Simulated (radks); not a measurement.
The numbers below are computed, except where a source is named.
The osmium anion Os- inside a hard spherical wall (all orbitals vanish at R), configuration held at [Xe] 4f14 5d7 6s2 and not refilled when levels cross. Level of theory: scalar-relativistic Kohn-Sham, r2SCAN, spin-polarised, spherical densities, finite nucleus; open shells are filled with parallel spins first (spin-orbit coupling, left out, can overturn this in heavy ions); meta-GGA in the generalised Kohn-Sham scheme; Fermi nuclear charge, rms radius 5.4126 fm (a radial shooting solver on a logarithmic mesh with Libxc functionals). Eigenvalues in eV for spin up, with the zero of energy where the potential of the charges vanishes at infinity; a dash marks a level that is unbound or too diffuse for the functional's potential to be trusted. A positive occupied level is held by the wall or, in an anion where self-interaction has pushed it up, behind a barrier. The pressure on the wall is -dE/dV.

R (bohr),E (hartree),kinetic (hartree),e(5p),e(4f),e(6s),e(5d),"e(7s, empty)","e(6p, empty)",pressure (GPa)
20,-17252.7593,19115.863,-45.294,-44.680,-0.829,-0.139,2.460,2.564,0.00185
15,-17252.7584,19115.852,-44.842,-44.245,-0.524,0.272,3.406,3.216,0.00191
12,-17252.7574,19115.855,-44.670,-44.079,-0.404,0.431,4.599,3.662,0.0107
10,-17252.7547,19115.869,-44.439,-43.854,-0.233,0.646,6.207,4.121,0.0578
7,-17252.7227,19116.035,-43.185,-42.607,0.767,1.787,12.963,6.056,1.49
5,-17252.5124,19116.964,-39.382,-38.637,4.358,5.166,30.650,11.772,24.9
4,-17251.9743,19119.068,-33.945,-32.607,10.970,10.226,57.035,21.375,143
3.5,-17251.2500,19121.741,-29.065,-26.909,18.499,15.176,83.363,31.831,396
2.5,-17245.5107,19142.359,-7.736,-0.768,65.994,40.433,217.68,92.627,4940
